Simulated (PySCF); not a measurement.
Gas-phase reaction: Ge(CH₃)₄ ⇌ GeH₄ + C₄H₈ (cyclic)

Energies from PySCF, thermal terms from the rigid-rotor harmonic-oscillator model, ideal gas at 1 bar. † marks an energy on the PBE0/def2-TZVP geometry and frequencies; other levels use their own. MP2 and CCSD(T) freeze the core. All species are closed-shell singlets. B3LYP is the form with VWN-RPA correlation. Ge: all electrons, no relativistic terms. MP2 isn't extrapolated to the basis-set limit; its ΔH°(298 K) is 190.5 kJ in def2-SVP and 242.1 kJ in def2-TZVPP. CCSD(T) isn't extrapolated to the basis-set limit. The harmonic model lacks anharmonicity and excited electronic states, which grow with temperature; levels with a mode under 35 cm⁻¹ are left out. Internal rotation in Ge(CH₃)₄ is treated as a harmonic vibration of one conformer, which makes the entropy rough.

```json
[
 {"level": "B3LYP/def2-TZVP†", "ΔE electronic, kJ": "222", "ΔH°(298 K), kJ": "203", "ΔS°(298 K), J/K": "102", "ΔG°(1400 K), kJ": "86"},
 {"level": "BLYP/def2-TZVP†", "ΔE electronic, kJ": "217", "ΔH°(298 K), kJ": "199", "ΔS°(298 K), J/K": "102", "ΔG°(1400 K), kJ": "82"},
 {"level": "CCSD(T)/def2-SVP†", "ΔE electronic, kJ": "194", "ΔH°(298 K), kJ": "175", "ΔS°(298 K), J/K": "102", "ΔG°(1400 K), kJ": "58"},
 {"level": "M06-2X/def2-TZVP†", "ΔE electronic, kJ": "256", "ΔH°(298 K), kJ": "237", "ΔS°(298 K), J/K": "102", "ΔG°(1400 K), kJ": "120"},
 {"level": "MP2/def2-SVP†", "ΔE electronic, kJ": "209", "ΔH°(298 K), kJ": "190", "ΔS°(298 K), J/K": "102", "ΔG°(1400 K), kJ": "74"},
 {"level": "MP2/def2-TZVPP†", "ΔE electronic, kJ": "261", "ΔH°(298 K), kJ": "242", "ΔS°(298 K), J/K": "102", "ΔG°(1400 K), kJ": "125"},
 {"level": "PBE/def2-SVP", "ΔE electronic, kJ": "199", "ΔH°(298 K), kJ": "180", "ΔS°(298 K), J/K": "102", "ΔG°(1400 K), kJ": "63"},
 {"level": "r2SCAN/def2-TZVP†", "ΔE electronic, kJ": "241", "ΔH°(298 K), kJ": "222", "ΔS°(298 K), J/K": "102", "ΔG°(1400 K), kJ": "105"},
 {"level": "ωB97M-V/def2-TZVP†", "ΔE electronic, kJ": "235", "ΔH°(298 K), kJ": "216", "ΔS°(298 K), J/K": "102", "ΔG°(1400 K), kJ": "99"},
 {"level": "ωB97X-V/def2-TZVP†", "ΔE electronic, kJ": "229", "ΔH°(298 K), kJ": "211", "ΔS°(298 K), J/K": "102", "ΔG°(1400 K), kJ": "94"}
]
```
ΔH° is lowest at CCSD(T)/def2-SVP† and highest at MP2/def2-TZVPP†. No reference value is set beside these.
